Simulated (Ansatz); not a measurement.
AlClH$_{5}$NSi (`[SiH3][NH][AlH][Cl]`). Charge 0, multiplicity 1.

Z-matrix (Å, degrees):
```
Si
N 1 1.731
H 1 1.489 2 111.4
H 1 1.489 2 111.5 3 119.8
H 1 1.482 2 107.9 3 -120.1
Al 2 1.771 1 132.0 3 120.2
H 2 1.013 1 113.8 3 -59.8
Cl 6 2.093 2 118.8 1 -0.0
H 6 1.571 2 120.8 1 -180.0
```

Problem. List the harmonic frequencies (cm⁻¹, unscaled) at PBE0-D4/def2-TZVP in Ansatz. (An estimate is asked.)

Solution. Ansatz gave: 58, 98, 128, 263, 425, 498, 508, 588, 650, 718, 779, 940, 940, 957, 987, 1149, 1985, 2203, 2211, 2252, 3575.

Problem. Is this a minimum?

Solution. Yes, all 21 modes are real.

Problem. Give the ideal-gas thermochemistry at 298.15 K and 1 bar (rigid rotor, harmonic oscillator; point group Cs, symmetry number 1).

Solution. Zero-point energy 131.1 kJ/mol; H(298) − E = 151.8 kJ/mol; entropy 352.3 J/(mol·K), of which translation 167.4, rotation 115.2, vibration 69.7; G(298) − E = 46.8 kJ/mol. Modes under 100 cm⁻¹ are hindered rotations or soft bends, so the harmonic entropy is rough.

Problem. And at 400, 500, 600, 800 and 1000 K?

Solution. 
```csv
T (K),H − E (kJ/mol),S (J/mol/K),G − E (kJ/mol)
400,163.4,385.6,9.1
500,176.4,414.5,-30.9
600,190.5,440.3,-73.7
800,221.6,484.9,-166.3
1000,255.2,522.3,-267.1
```
